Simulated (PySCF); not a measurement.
Species: Si(CN)2Cl2, C2Cl2N2Si.
InChI=1S/C2Cl2N2Si/c3-7(4,1-5)2-6

The closed-shell ground state was solved at several levels (PySCF, density fitting, gas phase, non-relativistic). Isolated species at its PBE0-D3(BJ)/def2-SVP geometry, gas phase.

```csv
level,basis functions,HOMO (eV),LUMO (eV),gap (eV),dipole (D)
PBE0/def2-SVPD,158,-10.47,-2.44,8.03,2.66
PBE0/pcSseg-1,140,-10.50,-2.40,8.10,2.42
```

Q: What might B3LYP/pcSseg-1 (140 basis functions) give for the same quantities?

A: HOMO -10.18 eV, LUMO -2.54 eV, gap 7.64 eV, dipole 2.47 D.

Q: Over all these levels, which gives the widest orbital gap and which the narrowest?

A: PBE0/pcSseg-1 (global hybrid, 25 % exact exchange) has the widest, 8.10 eV, and B3LYP/pcSseg-1 (global hybrid, 20 % exact exchange) the narrowest, 7.64 eV. The two share the basis. From the narrowest to the widest the HOMO moves by -0.32 eV and the LUMO by +0.14 eV.

Q: How far do the dipole and the HOMO energy spread over the levels?

A: The dipole runs from 2.42 to 2.66 D (mean 2.52 D) and the HOMO from -10.50 to -10.18 eV.
